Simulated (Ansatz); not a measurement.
```yaml
atoms:
  - { symbol: C, position_ang: [-0.0021, 0.0059, -0.7312] }
  - { symbol: C, position_ang: [-0.0012, 0.0099, 0.7230] }
  - { symbol: H, position_ang: [-0.0097, -0.9345, -1.3011] }
  - { symbol: H, position_ang: [0.0022, 0.9240, -1.2979] }
  - { symbol: H, position_ang: [-0.9280, 0.0088, 1.3038] }
  - { symbol: H, position_ang: [0.9343, 0.0054, 1.3108] }
```

Basis set: STO-3G (spherical functions). Frozen core: 2 orbitals. Charge 0, multiplicity 3.

Computed with Ansatz (development build ahead of 0.2.0); each method stands on the lowest determinant of its kind that the runs found.

Problem. Give the atomization energy at this shape (free ground-state atoms in the same class of orbitals less the molecule, no zero-point energy) of triplet C2H4 by UHF-MP2, UHF.

Solution.

```json
{"method": "UHF-MP2", "atomization energy": "21.88 eV"}
{"method": "UHF", "atomization energy": "20.46 eV"}
```

Caution: another spin multiplicity may lie lower.

This basis has no polarisation functions and is too small for such energies, which can lie far from measured ones in either direction.
